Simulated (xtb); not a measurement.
PbHCl, SMILES [Cl][PbH] (connectivity only; charge and spin as stated), neutral, multiplicity 1. All values are semi-empirical tight-binding results from xtb (GFN2-xTB unless named), good for trends rather than for accurate numbers. Geometry: GFN2-xTB.

Optimised geometry:

Bond lengths (Å): Pb1–H2 1.847, Pb1–Cl3 2.486. Bond angles (°): H2–Pb1–Cl3 96.3.
Charge 0, spin multiplicity 1.

For metal compounds this method's bond lengths and energies can be far off.

| Property | Value |
|---|---|
| point group as xtb finds it | Cs |
| orbital gap | 2.52 eV |
| zero-point energy | 3.2 kcal/mol |
| G − E(el) at 298.15 K (modified RRHO) | -14.2 kcal/mol |

Computed atomic charges and the Wiberg bond orders between heavy atoms:
charges (e) Pb1 0.60, H2 -0.18, Cl3 -0.43. Bond orders Pb1–Cl3 0.96.
